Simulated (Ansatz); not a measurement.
Species: SrCl, charge 1, singlet. SrCl+ (SMILES [Cl][Sr+]).
B3LYP-D3(BJ)/def2-TZVP minimum from Ansatz (an electronic-structure program):
```xyz
2

Sr     0.0000     0.0000    -0.7671
Cl     0.0000     0.0000     1.7148
```
Charge +1, spin multiplicity 1.

Total energies in def2-TZVPP, 8 correlated electrons, 9 frozen orbitals. Radicals and triplets start from unrestricted determinants; spin-orbit coupling is neglected. Correlated methods leave the cores frozen (noble-gas shells, and filled d and f shells in the p block). Past Kr the def2 sets carry scalar-relativistic core potentials. The spin of ClSr+ ([Cl][Sr+], singlet) was assumed, and the state is the lowest solution found for it.

```tsv
method	program	energy (Eh)	minus CCSDT(Q) (mEh)
HF	Ansatz	-489.76201	227.30
MP2	Ansatz	-489.96424	25.07
CCSD	Ansatz	-489.97995	9.36
CCSD(T)	Ansatz	-489.98853	0.77
CCSDT(Q)	Ansatz	-489.98931	0.00
```

Rough core times of Ansatz's runs on a shared machine: CCSD(T) under 20 s, CCSDT(Q) 40 s.
